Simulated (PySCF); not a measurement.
Worked example: dipole moment from atomic charges

BrH₂NSi, SMILES N[Si]Br (connectivity only; charge and spin as stated), neutral, multiplicity 1. Atoms are numbered in the order given.

```xyz
5

Si     0.7498    -1.1395     0.0000
Br    -0.0858     0.9820     0.0000
N     -0.7279    -1.9802     0.0000
H     -1.6489    -1.5669     0.0000
H     -0.7486    -2.9894     0.0000
```

Coordinates come from a PBE0-D3(BJ)/def2-TZVP optimisation. Other conformers were not sampled.

Charges (e) from B3LYP/def2-TZVPD in PySCF:

```csv
atom,IAO,ESP fit
Si1,0.518,0.084
Br2,-0.290,-0.140
N3,-0.787,-0.509
H4,0.278,0.268
H5,0.281,0.297
```

The dipole moment of the full density is 2.78 D.

Problem. What dipole moment does each set of point charges give, and which comes closer to that of the density?

Solution. 
μ = Σ q r, and 1 e Å = 4.8032 D.
IAO: Σ q r = (0.317, -0.592, 0.000) e Å, |μ| = 3.23 D.
ESP fit: Σ q r = (-0.219, -0.533, 0.000) e Å, |μ| = 2.77 D.
ESP fit comes closer in size. Point charges leave out the atoms' own dipoles (lone pairs, polarised bonds); fits to the potential absorb them, partitions of the density don't.
